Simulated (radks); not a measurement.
Results of a calculation; reference values are marked as such.
Question: Isoelectronic series with 14 electrons, all held in the configuration [Ne] 3s2 3p2, which need not be the ground one along the series. Code: a radial shooting solver on a logarithmic mesh with Libxc functionals. Model: Dirac Kohn-Sham, PBEsol, spin-unpolarised, spherical densities, finite nucleus; open shells fill j = l - 1/2 first; Fermi nuclear charge, rms radius of each element as measured or else 0.836 A^(1/3) + 0.57 fm. Total energies (hartree) and mean radii <r> (bohr):

| ion | E (hartree) | 3p1/2 | 3s1/2 | 2p3/2 | 2p1/2 |
|---|---|---|---|---|---|
| Er54+ | -10006.4007 | 0.1933 | 0.2054 | 0.07748 | 0.07048 |
| Tm55+ | -10335.9443 | 0.1896 | 0.2016 | 0.07622 | 0.06912 |
| Yb56+ | -10671.8749 | 0.1861 | 0.1979 | 0.07501 | 0.06779 |
| Lu57+ | -11014.3402 | 0.1827 | 0.1944 | 0.07383 | 0.06650 |
| Hf58+ | -11363.4684 | 0.1793 | 0.1909 | 0.07268 | 0.06525 |
| Ta59+ | -11719.2870 | 0.1761 | 0.1876 | 0.07157 | 0.06402 |
| W60+ | -12081.8976 | 0.1730 | 0.1843 | 0.07049 | 0.06282 |
| Re61+ | -12451.4154 | 0.1699 | 0.1811 | 0.06944 | 0.06166 |
| Os62+ | -12827.8971 | 0.1669 | 0.1780 | 0.06841 | 0.06052 |
| Pt64+ | -13602.3534 | 0.1612 | 0.1721 | 0.06645 | 0.05832 |
| Au65+ | -14000.5185 | 0.1584 | 0.1692 | 0.06551 | 0.05726 |
| Hg66+ | -14406.1100 | 0.1557 | 0.1664 | 0.06459 | 0.05622 |
| Tl67+ | -14819.2980 | 0.1531 | 0.1637 | 0.06369 | 0.05520 |

Estimate the row of Ir63+.

Answer: E (hartree) -13211.5342; 3p1/2 0.1640; 3s1/2 0.1750; 2p3/2 0.06742; 2p1/2 0.05941.
